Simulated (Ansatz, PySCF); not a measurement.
This Ansatz (an electronic-structure program) input computes a CCSD(T)/cc-pVDZ energy:

Ansatz 0.2 input:
```yaml
crystal:
  periodic: [false, false, false]
  atoms:
    - {symbol: O, position_ang: [1.11506267, -0.63151409, 0.04224857]}
    - {symbol: C, position_ang: [-0.00425118, 0.10072162, -0.00984151]}
    - {symbol: O, position_ang: [-0.05471930, 1.29644549, -0.12667575]}
    - {symbol: O, position_ang: [-1.05807806, -0.71860254, 0.08967140]}
    - {symbol: H, position_ang: [1.85528918, -0.01327768, -0.03185832]}
    - {symbol: H, position_ang: [-1.84790459, -0.16168288, 0.04895372]}
basis:
  gaussian:
    orbitals: cc-pVDZ
magnetization: {spin_polarized: false}
correlation: {method: ccsd_t, electrons: outside_noble_gas}
```

Question: Write an input for the same energy in PySCF and say what it gives.

Answer: 
```python
from pyscf import gto, scf, mp, cc as ccmod

mol = gto.M(
    atom='''
    O     1.11506267   -0.63151409    0.04224857
    C    -0.00425118    0.10072162   -0.00984151
    O    -0.05471930    1.29644549   -0.12667575
    O    -1.05807806   -0.71860254    0.08967140
    H     1.85528918   -0.01327768   -0.03185832
    H    -1.84790459   -0.16168288    0.04895372
    ''',
    basis='cc-pvdz',
    charge=0,
    spin=0,
    verbose=4,
)

mf = scf.RHF(mol)
mf.conv_tol = 1e-10
mf.max_cycle = 100
mf.kernel()
mp2 = mp.MP2(mf, frozen=4).run()
cc = ccmod.CCSD(mf, frozen=4)
cc.max_cycle = 100
cc.kernel()
et = cc.ccsd_t()
print(f'E(CCSD(T)) = {cc.e_tot + et:.9f}')
```
It gives -264.38499 Eh, and Ansatz -264.38498 Eh, a difference of 0.01 mEh.
